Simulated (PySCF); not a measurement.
Gas-phase reaction: CH₂F + 3 CF₃ ⇌ 2 C₂HF₅

Computed with PySCF and rigid-rotor harmonic-oscillator thermochemistry at 1 bar. † marks an energy on the PBE0/def2-TZVP geometry and frequencies; other levels use their own. MP2 freezes the core. 6-31G* has spherical d functions here. Open shells (unrestricted): CH₂F (multiplicity 2), CF₃ (multiplicity 2); the rest are closed-shell singlets. B3LYP is the form with VWN-RPA correlation. CH₂F: computed as isolated molecules; such fragments, hydroxides, amides, oligomers or adducts are transient or little studied in the gas. MP2 isn't extrapolated to the basis-set limit; its ΔH°(298 K) is -790.8 kJ in def2-SVP and -802.3 kJ in def2-TZVPP. The harmonic model lacks anharmonicity and excited electronic states, which grow with temperature; levels with a mode under 35 cm⁻¹ are left out. Internal rotation in C₂HF₅ is treated as a harmonic vibration of one conformer, which makes the entropy rough.

```tsv
level	ΔE electronic, kJ	ΔH°(298 K), kJ	ΔS°(298 K), J/K	ΔG°(2000 K), kJ
B3LYP/6-31G*	-786	-756	-360	-68
B3LYP/def2-TZVP†	-740	-711	-363	-16
M06-2X/def2-TZVP†	-815	-786	-363	-91
MP2/def2-SVP†	-820	-791	-363	-96
PBE/def2-TZVP†	-754	-725	-363	-30
PBE0/def2-QZVP†	-762	-733	-363	-38
PBE0/def2-SVP†	-798	-768	-363	-73
PBE0/def2-TZVP	-766	-737	-363	-42
LDA/def2-TZVP†	-904	-875	-363	-180
```
ΔH° is lowest at LDA/def2-TZVP† and highest at B3LYP/def2-TZVP†. No reference value is set beside these.
